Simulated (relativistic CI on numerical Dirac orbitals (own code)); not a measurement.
**Pd2+: 4s photoemission**

Computed with this model: Dirac-Coulomb-Breit CI, KLI orbitals optimised for each configuration, model QED, valence Slater integrals scaled by 0.8, multiplet model of photoemission in the sudden approximation; configurations [Kr] 4d8 → [Ar] 3d10 4s 4p6 4d8; 80 K; Lorentzian 2.8 eV and Gaussian 0.6 eV FWHM. Energies are those of the free ion, without screening or charge transfer. The energies are binding energies and can lie tens of eV above those of solids. Without intra-shell correlation the exchange splitting of an s hole comes out too large, often by half or more. S is read from ⟨S²⟩ = S(S + 1).

free ion: ground-state S = 1.00, centroid 126.89 eV. Peaks (eV, height): 125.4 (100), 130.2 (52).

Strongest unbroadened transitions for free ion:

| Energy (eV) | Relative strength |
| --- | --- |
| 125.33 | 100.0 |
| 125.63 | 23.1 |
| 129.19 | 3.7 |
| 129.24 | 0.1 |
| 130.19 | 53.3 |
